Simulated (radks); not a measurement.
The holmium ion Ho+, 66 electrons, occupied as [Xe] 4f10 5d0.5 6p1.5 (fractional occupations, a model configuration).

Method: scalar-relativistic Kohn-Sham, PBE, spin-unpolarised, spherical densities, finite nucleus; Fermi nuclear charge, rms radius 5.2022 fm; computed with a radial shooting solver on a logarithmic mesh with Libxc functionals.

Energy parts (hartree):
part                       energy
total                 -12614.5403
kinetic                13640.0102
electron-nucleus      -30873.5312
Hartree                 4888.5705
exchange-correlation    -269.5897

Orbitals (lengths in bohr, moments of r in powers of bohr; <r^-3> diverges for s and p1/2):
| orbital | occ. | eigenvalue (hartree) | <1/r> | <r^-3> |
|---|---|---|---|---|
| 1s | 2 | -2039.728 | 76.04 | - |
| 2s | 2 | -341.7051 | 17.69 | - |
| 2p | 6 | -302.8213 | 16.38 | 13540 |
| 3s | 2 | -76.82177 | 6.516 | - |
| 3p | 6 | -64.93605 | 6.097 | 2900 |
| 3d | 10 | -49.84585 | 5.781 | 386.5 |
| 4s | 2 | -15.67668 | 2.752 | - |
| 4p | 6 | -11.76011 | 2.522 | 653.9 |
| 4d | 10 | -6.46611 | 2.228 | 73.27 |
| 5s | 2 | -2.35386 | 1.056 | - |
| 5p | 6 | -1.42073 | 0.8868 | 87.13 |
| 4f | 10 | -0.69731 | 1.660 | 10.40 |
| 5d | 0.5 | -0.38320 | 0.5479 | 4.066 |
| 6p | 1.5 | -0.26142 | 0.2859 | 8.255 |

The highest occupied level is 6p at -7.114 eV. Summed over all electrons, <r^2> = 69.44 bohr^2, which gives a Langevin (diamagnetic) susceptibility term of -55 x 10^-6 cm^3/mol.
